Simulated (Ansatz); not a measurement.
Molecule: C₂H₅GeO₂ (charge 0, doublet). It need not be the lowest isomer of its formula. SMILES: CC(=O)[O][GeH2]
Geometry from a B3LYP-D3(BJ)/def2-TZVP (Ansatz, a program for electronic structure) optimisation:
```xyz
10

C     -2.7664    -0.1313    -0.0239
C     -1.3071    -0.1789     0.3345
O     -0.8705    -0.5210     1.4121
O     -0.5090     0.2005    -0.6692
Ge     1.2999     0.1540    -0.2620
H     -3.3663    -0.4482     0.8245
H     -3.0389     0.8829    -0.3186
H     -2.9551    -0.7798    -0.8804
H      1.6818    -1.3113     0.0603
H      1.5576     1.1525     0.8927
```
Charge 0, spin multiplicity 2.

Computed values are from Ansatz. Correlated levels leave the core frozen unless marked. Open shells are spin-unrestricted. No spin-orbit coupling. The frozen core is the preceding noble-gas configuration, with the filled d and f shells of earlier blocks. No relativistic terms. Basis-set limits of correlation are two-point, X^-3; Hartree-Fock from the larger set.

```json
{
 "atomisation energy De": "3769.4 kJ/mol at CCSD(T)/CBS(cc-pVTZ,cc-pVQZ)",
 "total_energy": "-2304.9566 Eh at CCSD(T)/CBS(cc-pVTZ,cc-pVQZ)",
 "dipole_moment": "1.52 D at CCSD(T)/aug-cc-pVDZ",
 "T1 diagnostic": "0.016 at CCSD/cc-pVQZ"
}
```
